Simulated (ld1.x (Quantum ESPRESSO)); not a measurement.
Transferability test, ultrasoft potential for As

```json
{"Element": "arsenic", "Generator": "ld1.x (Quantum ESPRESSO) 7.5", "Type": "ultrasoft", "Functional": "PBE", "Relativity": "scalar-relativistic", "Frozen core": "[Ar] 3d10", "Valence charge": "5", "Reference configuration": "4s2 4p3", "Partial waves": "4s (bound): rcut 1.50, rcutus 1.85 bohr; 4s channel at 0.9 Ry: rcut 1.50, rcutus 1.85 bohr; 4p (bound): rcut 1.60, rcutus 1.70 bohr; 4p channel at 0.15 Ry: rcut 1.60, rcutus 1.70 bohr", "Local potential": "all-electron potential smoothed inside 1.80 bohr (lloc = -1)", "Core correction": "Bessel-smoothed model core, default radius (core density twice the valence density)", "Augmentation charge": "PSQ, radius 1.55 bohr"}
```

Energies are relative to the spin-unpolarised reference configuration 4s2 4p3; without spin polarisation the order of configurations can differ from experiment.

Q: Give the all-electron excitation energy and the error of the potential for: 4s2 4p2; 4s2 4p1; 4s2 4p0; 4s2 4p3.3; 4s0 4p5; 4s1 4p4; 4s2 4p2.5.

A:

| valence configuration | charge | ΔE all-electron (eV) | error AE − PS (meV) |
| --- | --- | --- | --- |
| 4s2 4p2 | +1 | 9.149 | -5.8 |
| 4s2 4p1 | +2 | 27.067 | -41 |
| 4s2 4p0 | +3 | 54.770 | -156 |
| 4s2 4p3.3 | -0.3 | -1.234 | +0.1 |
| 4s0 4p5 | 0 | 19.056 | -26 |
| 4s1 4p4 | 0 | 9.417 | -6.9 |
| 4s2 4p2.5 | +0.5 | 3.555 | -1.3 |

Levels in the configuration 4s2 4p2.5:

| level | all-electron (eV) | pseudo (eV) |
| --- | --- | --- |
| 4s | -18.740 | -18.747 |
| 4p | -9.092 | -9.096 |
